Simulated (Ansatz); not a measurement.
Compare A (`[AlH2][N]1C[SiH2]1`) with its isomer B (`[SiH3][N]1[CH2][AlH]1`).

Gas-phase electronic energies from Ansatz, PBE0-D4/def2-TZVP geometries. CCSD(T)/CBS is the MP2 limit (def2-TZVPP, def2-QZVPP) plus CCSD(T) − MP2 in def2-TZVPP, frozen cores. DFT in def2-TZVPP. B3LYP here is the variant with VWN-RPA as its local correlation; programs differ in this.

(1) Which isomer does CCSD(T)/CBS put lower? Give the gap. (An estimate is asked.)

(2) Give E(B) − E(A) in kcal/mol with B3LYP-D4, ωB97M-V, PBE-D4, LDA (SPW92), CCSD(T)/def2-SVP, BLYP-D4, PBE0-D4. (Best estimate.)

(3) Does the order hold for the free energy at 298.15 K (harmonic terms from PBE0-D4)? (An estimate is asked.)

Largest T1 diagnostic: 0.014.

Answers

(1) The calculation gave: A, by 7.4 kcal/mol.

(2) Ansatz gave: B3LYP-D4 7.7, ωB97M-V 7.9, PBE-D4 7.8, LDA (SPW92) 7.5, CCSD(T)/def2-SVP 8.0, BLYP-D4 7.4, PBE0-D4 8.1. None reverses the order clearly.

(3) The calculation gave: Yes: G(B) − G(A) = +7.9 kcal/mol.

Leaving LDA and LC-ωPBE aside and taking each functional with its dispersion term where it has one, the values, not all of them listed here, spread over 3.1 kcal/mol, from BLYP-D4 to B97M-V. In def2-TZVPP, CCSD(T) changes the Hartree–Fock value by −1.1 kcal/mol (the triples alone add −0.2 kcal/mol) and MP2 by −1.1 kcal/mol.
